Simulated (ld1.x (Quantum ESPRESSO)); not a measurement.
## Scattering properties, TM potential for He

- Element: He (Z = 2)
- Generator: ld1.x (Quantum ESPRESSO) 7.5
- Type: norm-conserving Troullier–Martins (Kleinman–Bylander form)
- Functional: LDA (PZ)
- Relativity: scalar-relativistic
- Frozen core: none
- Valence charge: 2
- Reference configuration: 1s1.5 (charge +0.5)
- Partial waves: 1s (bound): rc 0.40 bohr; 2p channel at -0.05 Ry: rc 0.35 bohr
- Local potential: all-electron potential smoothed inside 0.35 bohr (lloc = -2)
- Core correction: none

The phase is arctan(r·u′/u) with u = r·R(r), unwrapped; energies in Ry, scanned from -4 to 5 Ry. A pole is an energy at which the radial function vanishes at the test radius. The pseudo phase is shifted by a multiple of π to meet the all-electron one at the reference energy, and phase errors are pseudo minus all-electron; the curves can meet again beyond the range given. Levels narrower than the energy grid can be missing from the lists of poles.

| channel | radius (bohr) | reference energy (Ry) | poles, all-electron | poles, pseudo | unbroken range about the reference energy with phases within 0.05 rad | phase error 1 Ry above the reference energy (rad) |
| --- | --- | --- | --- | --- | --- | --- |
| s | 0.45 | -1.93 | none | none | the whole range | +0.000 |
| p | 0.45 | -0.05 | none | none | the whole range | +0.000 |

Phases in the p channel:

| E (Ry) | all-electron | pseudo |
| --- | --- | --- |
| -4.00 | 1.067 | 1.067 |
| -3.76 | 1.065 | 1.065 |
| -3.52 | 1.062 | 1.062 |
| -3.28 | 1.060 | 1.060 |
| -3.04 | 1.057 | 1.057 |
| -2.80 | 1.054 | 1.054 |
| -2.56 | 1.052 | 1.052 |
| -2.32 | 1.049 | 1.049 |
| -2.08 | 1.046 | 1.046 |
| -1.84 | 1.044 | 1.044 |
| -1.60 | 1.041 | 1.041 |
| -1.36 | 1.038 | 1.038 |
| -1.12 | 1.036 | 1.036 |
| -0.88 | 1.033 | 1.033 |
| -0.64 | 1.030 | 1.030 |
| -0.40 | 1.027 | 1.027 |
| -0.16 | 1.024 | 1.024 |
| 0.08 | 1.021 | 1.021 |
| 0.32 | 1.018 | 1.018 |
| 0.56 | 1.015 | 1.015 |
| 0.80 | 1.012 | 1.012 |
| 1.04 | 1.008 | 1.008 |
| 1.28 | 1.005 | 1.005 |
| 1.52 | 1.002 | 1.002 |
| 1.76 | 0.999 | 0.999 |
| 2.00 | 0.995 | 0.995 |
| 2.24 | 0.992 | 0.992 |
| 2.48 | 0.989 | 0.989 |
| 2.72 | 0.985 | 0.985 |
| 2.96 | 0.982 | 0.982 |
| 3.20 | 0.978 | 0.978 |
| 3.44 | 0.974 | 0.974 |
| 3.68 | 0.971 | 0.971 |
| 3.92 | 0.967 | 0.967 |
| 4.16 | 0.963 | 0.963 |
| 4.40 | 0.959 | 0.959 |
| 4.64 | 0.955 | 0.955 |
| 4.88 | 0.951 | 0.951 |
